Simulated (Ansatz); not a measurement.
Z-matrix (Å, degrees):
```
C
Sn 1 2.108
H 1 1.089 2 108.6
H 1 1.089 2 108.8 3 -119.7
H 1 1.088 2 109.2 3 120.1
O 2 1.953 1 114.7 3 -46.8
O 2 1.947 1 108.7 3 73.5
Cl 2 2.334 1 113.2 3 -165.8
H 6 0.961 2 112.2 1 -125.3
H 7 0.961 2 113.4 1 -166.6
```

Charge 0, multiplicity 1. Sn takes the def2 core potential.

(1) List the CAM-B3LYP/def2-TZVPP orbital energies in eV (the Gaussian-basis code of Ansatz). (An estimate is asked.)

Answers

(1) Computed: Occupied: -2764.12, -522.45, -522.42, -279.58, -258.88, -197.93, -197.80, -197.79, -141.76, -96.75, -96.65, -96.60, -31.48, -31.27, -30.93, -30.79, -30.76, -28.71, -28.06, -24.06, -21.84, -16.54, -14.99, -13.98, -13.70, -13.47, -11.82, -11.45, -11.24, -10.64, -10.39, -10.35, -10.15. Lowest empty: -0.17, 1.39, 1.44, 1.71, 2.55, 3.28, 3.43, 3.55.
